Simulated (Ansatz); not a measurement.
Reaction (formal exchange of groups at the Si–H bond): `F[SiH2]N[SiH2]F` + `CC(C)F` → `F[SiH2]N[SiH](F)F` + `CCC`

Calculated with Ansatz (gas phase, PBE0-D4/def2-TZVP geometries, no zero-point term in ΔE). CBS: MP2 limit from def2 TZ/QZ plus the TZ coupled-cluster correction, frozen cores. DFT in def2-TZVPP. B3LYP here is the variant with VWN-RPA as its local correlation; programs differ in this. One conformer a species, not always the lowest.

| level | ΔE (kcal/mol) |
| --- | --- |
| B3LYP-D4 | -50.4 |
| HF/def2-QZVPP | -52.5 |

Question: What does CCSD(T)/CBS give? (Estimate.)

Answer: Computed: -52.4 kcal/mol. The listed levels differ from it by 2.0, -0.1 kcal/mol.

Largest T1 diagnostic among the species: 0.012.

From PBE to PBE0 (25 % exact exchange), in def2-TZVPP and without D4, ΔE moves by −1.7 kcal/mol.

CCSD(T)/CBS has its own doubt, a few kJ/mol and more with outer-core shells, so smaller differences from it don't rank the levels.
